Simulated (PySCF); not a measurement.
C2H4GeN2, SMILES N#C/N=[CH]\[GeH3]. Atoms are numbered in the order given.

```xyz
9

N      2.6732    -0.8909    -0.8083
C      2.0531    -0.0268    -0.3350
N      1.4696     1.0340     0.2191
C      0.2130     1.1062     0.4485
Ge    -1.1837    -0.2464     0.0787
H     -0.1141     2.0515     0.9128
H     -1.8135    -0.6192     1.4295
H     -2.2375     0.4328    -0.8089
H     -0.5532    -1.4589    -0.6094
```
Charge 0, spin multiplicity 1.

Coordinates come from a PBE0-D3(BJ)/def2-SVP optimisation. The structure was generated by enumeration; whether it is a known compound was not checked.

Level of theory: TDA-PBE/def2-SVPD in PySCF.

Vertical excitations. The molecule is in vacuum.

```tsv
state	energy (eV)	λ (nm)	f	main pairs
S1	3.32	373	0.000	HOMO→LUMO 99 %
S2	5.13	242	0.000	HOMO−2→LUMO 96 %
S3	5.39	230	0.007	HOMO−3→LUMO 82 %, HOMO−4→LUMO 15 %
S4	5.41	229	0.139	HOMO−1→LUMO 62 %, HOMO→LUMO+1 14 %, HOMO−5→LUMO 12 %
S5	5.55	224	0.000	HOMO−4→LUMO 85 %, HOMO−3→LUMO 14 %
S6	5.89	211	0.016	HOMO−5→LUMO 62 %, HOMO→LUMO+1 21 %, HOMO→LUMO+2 10 %
S7	6.02	206	0.023	HOMO→LUMO+1 35 %, HOMO→LUMO+2 28 %, HOMO−5→LUMO 19 %, HOMO−1→LUMO 10 %
S8	6.38	194	0.263	HOMO→LUMO+2 55 %, HOMO→LUMO+1 24 %
S9	6.61	187	0.062	HOMO→LUMO+3 92 %
S10	6.74	184	0.001	HOMO→LUMO+4 98 %
T1	2.79	444	0	HOMO→LUMO 100 %
T2	3.62	343	0	HOMO−1→LUMO 97 %
T3	4.72	263	0	HOMO−2→LUMO 99 %
T4	4.97	249	0	HOMO−3→LUMO 95 %
```
Triplets are in the Tamm–Dancoff approximation.
